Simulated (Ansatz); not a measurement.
Mulliken charges of `C[NH][AlH][Cl]` from ωB97M-V/def2-TZVPP in Ansatz (PBE0-D4/def2-TZVP geometry).

| atom | x (Å) | y (Å) | z (Å) | charge (e) |
| --- | --- | --- | --- | --- |
| C1 | -0.465 | 1.084 | -0.520 | -0.221 |
| N2 | -0.052 | 0.219 | 0.566 | -0.303 |
| Al3 | 0.596 | -1.414 | 0.513 | 0.460 |
| Cl4 | 0.832 | -2.305 | -1.374 | -0.255 |
| H5 | 0.118 | 2.011 | -0.555 | 0.115 |
| H6 | -1.524 | 1.356 | -0.450 | 0.115 |
| H7 | -0.322 | 0.573 | -1.474 | 0.101 |
| H8 | -0.170 | 0.658 | 1.468 | 0.093 |
| H9 | 0.986 | -2.182 | 1.827 | -0.104 |

Problem. By hand: the dipole of these point charges (1 e Å = 4.8032 D).

Solution. Σ q r = (-0.132, 0.365, 0.212) e Å, of length 0.442 e Å = 2.12 D.

Problem. How does the dipole of the full density compare? (Estimate.)

Solution. Computed: (-0.124, 0.352, 0.252) e Å, 2.16 D; the point charges give 0.98 times that, at 5° from its direction.

Point charges leave out the atoms' own dipoles, such as those of lone pairs, and Mulliken's split depends on the basis, so the close match here is no proof of good charges.
